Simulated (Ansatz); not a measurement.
CH$_{6}$NSbSi (`C=N[SiH2][SbH2]`) at its PBE0-D4/def2-TZVP geometry, where that method's forces vanish. Total charge 0; spin multiplicity 1. Sb: def2 effective core potential.

```json
{"atom": "C1", "x (Å)": "-0.691", "y (Å)": "-1.595", "z (Å)": "-0.019"}
{"atom": "N2", "x (Å)": "0.338", "y (Å)": "-1.255", "z (Å)": "0.617"}
{"atom": "Si3", "x (Å)": "1.058", "y (Å)": "0.331", "z (Å)": "0.665"}
{"atom": "Sb4", "x (Å)": "-0.075", "y (Å)": "2.205", "z (Å)": "-0.711"}
{"atom": "H5", "x (Å)": "-1.049", "y (Å)": "-2.630", "z (Å)": "0.031"}
{"atom": "H6", "x (Å)": "-1.284", "y (Å)": "-0.912", "z (Å)": "-0.646"}
{"atom": "H7", "x (Å)": "2.457", "y (Å)": "0.187", "z (Å)": "0.185"}
{"atom": "H8", "x (Å)": "1.084", "y (Å)": "0.754", "z (Å)": "2.089"}
{"atom": "H9", "x (Å)": "-1.621", "y (Å)": "1.740", "z (Å)": "-0.145"}
{"atom": "H10", "x (Å)": "-0.219", "y (Å)": "1.174", "z (Å)": "-2.068"}
```

(1) For each bond, give half the difference of the two atoms' forces along it (eV/Å; positive pushes the atoms apart) under PBE-D4, r2SCAN-D4, B3LYP-D4, ωB97M-V in def2-TZVPP. (Estimate.)

## Answers

(1) The calculation gave: 
```csv
bond,length (Å),PBE-D4,r2SCAN-D4,B3LYP-D4,ωB97M-V
C1–N2,1.256,0.61,0.28,0.14,0.10
C1–H5,1.096,-0.03,-0.08,-0.12,-0.11
C1–H6,1.101,-0.01,-0.05,-0.08,-0.09
N2–Si3,1.743,-0.01,-0.05,0.03,0.11
Si3–Sb4,2.586,0.05,0.06,0.18,-0.08
Si3–H7,1.486,0.07,-0.02,-0.13,-0.15
Si3–H8,1.486,0.07,-0.02,-0.13,-0.15
Sb4–H9,1.710,0.24,0.03,0.07,-0.14
Sb4–H10,1.710,0.24,0.03,0.07,-0.14
```

B3LYP here is the variant with VWN-RPA as its local correlation; programs differ in this.

Results of the Gaussian-basis code of Ansatz.
